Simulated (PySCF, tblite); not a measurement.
C₅H₈NO₂ (charge -1).
Atom-mapped SMILES: `[CH2:1]=[N:2][CH2:3][C@H:4]([CH3:5])[C:6](=[O:7])[O-:8]` (hydrogens: H9, H10 on C1; H11, H12 on C3; H13 on C4; H14, H15, H16 on C5)
Bond orders are those of one Lewis drawing.

Computed with GFN2-xTB (tblite), gas phase: Langevin dynamics at 300 K from the optimised GFN2-xTB geometry, time step 0.5 fs, friction 0.01 fs⁻¹, 2000 steps. Over the second half of the run the saved frames average 323 K.

Frame at 250 fs, instantaneous temperature 232 K:
```
atom  x, y, z in Å
C1      2.186   -0.713    0.672
N2      1.271    0.023    1.140
C3      0.363    0.564    0.220
C4     -1.120    0.464    0.639
C5     -1.422   -1.000    0.965
C6     -2.253    1.024   -0.468
O7     -1.816    1.615   -1.422
O8     -3.427    0.882   -0.068
H9      2.884   -1.079    1.335
H10     2.254   -1.095   -0.388
H11     0.555    0.232   -0.853
H12     0.539    1.641    0.210
H13    -1.358    1.038    1.604
H14    -0.847   -1.341    1.820
H15    -1.186   -1.611    0.153
H16    -2.505   -1.119    1.130
```

Frame at 425 fs, instantaneous temperature 373 K:
```
atom  x, y, z in Å
C1      1.290   -0.817    1.290
N2      0.804    0.355    1.321
C3     -0.166    0.702    0.410
C4     -1.552    0.361    0.977
C5     -1.692   -1.129    1.296
C6     -2.670    0.726   -0.077
O7     -2.262    1.276   -1.124
O8     -3.793    0.547    0.367
H9      1.907   -1.305    2.054
H10     1.102   -1.495    0.523
H11     0.000    0.284   -0.597
H12    -0.066    1.780    0.310
H13    -1.755    0.946    1.941
H14    -0.881   -1.458    1.968
H15    -1.575   -1.624    0.342
H16    -2.710   -1.254    1.553
```

Frame at 625 fs, instantaneous temperature 315 K:
```
atom  x, y, z in Å
C1      1.692   -0.916    1.359
N2      0.893    0.065    1.571
C3      0.055    0.597    0.550
C4     -1.452    0.279    0.959
C5     -1.805   -1.142    0.596
C6     -2.619    1.055    0.002
O7     -2.367    1.145   -1.200
O8     -3.693    1.328    0.556
H9      2.291   -1.219    2.200
H10     1.691   -1.536    0.450
H11     0.328    0.149   -0.459
H12     0.297    1.693    0.339
H13    -1.711    0.609    1.964
H14    -1.064   -1.927    0.872
H15    -1.822   -1.129   -0.483
H16    -2.766   -1.453    0.931
```

Frame at 800 fs, instantaneous temperature 346 K:
```
atom  x, y, z in Å
C1      1.609   -0.858    1.450
N2      0.932    0.040    2.002
C3      0.071    0.809    1.323
C4     -1.415    0.193    1.443
C5     -1.555   -1.218    1.058
C6     -2.370    1.124    0.363
O7     -1.947    1.212   -0.796
O8     -3.314    1.636    1.006
H9      2.139   -1.613    1.987
H10     1.721   -0.948    0.354
H11     0.200    0.952    0.288
H12    -0.082    1.825    1.840
H13    -1.762    0.412    2.451
H14    -0.618   -1.778    1.338
H15    -1.771   -1.252   -0.024
H16    -2.317   -1.750    1.592
```

Frame at 1000 fs, instantaneous temperature 304 K:
```
atom  x, y, z in Å
C1      1.958   -0.445    2.115
N2      0.775   -0.219    2.060
C3      0.174    0.660    1.101
C4     -1.330    0.609    1.235
C5     -1.901   -0.678    0.563
C6     -1.981    1.905    0.573
O7     -1.520    2.159   -0.550
O8     -2.875    2.483    1.245
H9      2.170   -1.124    2.954
H10     2.727   -0.088    1.549
H11     0.482    0.516    0.085
H12     0.434    1.653    1.419
H13    -1.592    0.467    2.335
H14    -1.351   -1.563    0.857
H15    -1.703   -0.499   -0.478
H16    -2.932   -0.829    0.701
```

Q: What do single points at PBE0/pcSseg-1 (PySCF, gas phase) give on these frames?

A: 
```json
{"t (fs)": "250", "GFN2-xTB E above start (eV)": "0.52", "DFT E above lowest frame (eV)": "0.00", "HOMO (eV)": "-1.26", "LUMO (eV)": "2.93"}
{"t (fs)": "425", "GFN2-xTB E above start (eV)": "0.54", "DFT E above lowest frame (eV)": "0.08", "HOMO (eV)": "-1.37", "LUMO (eV)": "3.15"}
{"t (fs)": "625", "GFN2-xTB E above start (eV)": "0.66", "DFT E above lowest frame (eV)": "0.18", "HOMO (eV)": "-1.28", "LUMO (eV)": "2.84"}
{"t (fs)": "800", "GFN2-xTB E above start (eV)": "0.66", "DFT E above lowest frame (eV)": "0.32", "HOMO (eV)": "-1.14", "LUMO (eV)": "3.29"}
{"t (fs)": "1000", "GFN2-xTB E above start (eV)": "0.72", "DFT E above lowest frame (eV)": "0.28", "HOMO (eV)": "-1.04", "LUMO (eV)": "3.19"}
```

The two levels order the frames alike by energy but for pairs within 0.08 eV at one level; measured from each level's lowest frame they differ by 0.18 eV at most. The HOMO–LUMO gap runs from 4.12 to 4.52 eV. These are instantaneous structures, not minima.

Q: And the isotropic GIAO shieldings (ppm) from the same runs?

A: 
```tsv
atom	250 fs	425 fs	625 fs	800 fs	1000 fs	mean	range
C1	40.2	39.4	37.9	52.7	46.2	43.3	14.8
N2	-173.2	-175.3	-202.6	-138.6	-166.9	-171.3	64.0
C3	110.8	117.4	107.2	118.1	126.1	115.9	18.9
C4	133.9	139.8	133.6	130.4	129.0	133.3	10.8
C5	167.9	167.4	167.4	174.6	168.8	169.2	7.2
C6	19.8	15.8	9.3	9.9	7.9	12.5	11.9
O7	17.5	9.0	33.0	54.2	17.3	26.2	45.2
O8	30.3	-2.3	-13.5	-40.5	-33.0	-11.8	70.8
H9	26.1	24.4	24.8	25.1	24.2	24.9	1.9
H10	23.7	25.7	24.1	25.3	25.0	24.8	2.0
H11	28.0	28.4	28.2	29.2	29.3	28.6	1.3
H12	27.2	26.8	26.2	25.8	28.6	26.9	2.8
H13	28.5	29.1	29.7	30.1	28.4	29.2	1.7
H14	31.4	31.3	31.3	31.5	31.4	31.4	0.2
H15	32.9	32.3	30.1	30.3	30.9	31.3	2.8
H16	29.4	30.1	30.9	31.2	31.6	30.6	2.2
```

What follows is the cost of the whole dynamics run. The run took 8.3 s of wall time on Arm Neoverse V2, one thread, shared host with 96 logical CPUs at a one-minute load of 19, and the process peaked at 0.18 GiB of memory.
